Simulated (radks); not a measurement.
Results of a calculation; reference values are marked as such.
Orbital eigenvalues (eV) of the bromine ion Br+, [Ar] 3d10 4s2 4p4, at several levels of relativity; Dirac values are averaged over j with weights 2j + 1. Spin-unpolarised spherical Kohn-Sham, BLYP, point nucleus unless stated (finite: rms radius 4.1629 fm), a radial shooting solver on a logarithmic mesh with Libxc functionals. A level marked "c x" has the speed of light scaled by that factor and shares open shells by 2j + 1; other Dirac levels either fill j = l - 1/2 first or share by 2j + 1.

shell  non-rel.  scalar-rel.  Dirac, 2j+1 shares  Dirac, low j first  change of magnitude, last against first (%)
1s       -13102       -13333              -13328              -13328                                        +1.72
2s      -1693.1      -1744.6             -1743.8             -1743.7                                        +2.99
2p      -1527.5      -1540.4             -1540.0             -1539.9                                        +0.81
3s      -240.47      -248.92             -248.82             -248.70                                        +3.42
3p      -182.59      -184.45             -184.45             -184.34                                        +0.95
3d      -79.380      -77.781             -77.748             -77.638                                        -2.19
4s      -29.486      -30.278             -30.270             -30.206                                        +2.44
4p      -17.325      -17.318             -17.321             -17.270                                        -0.32
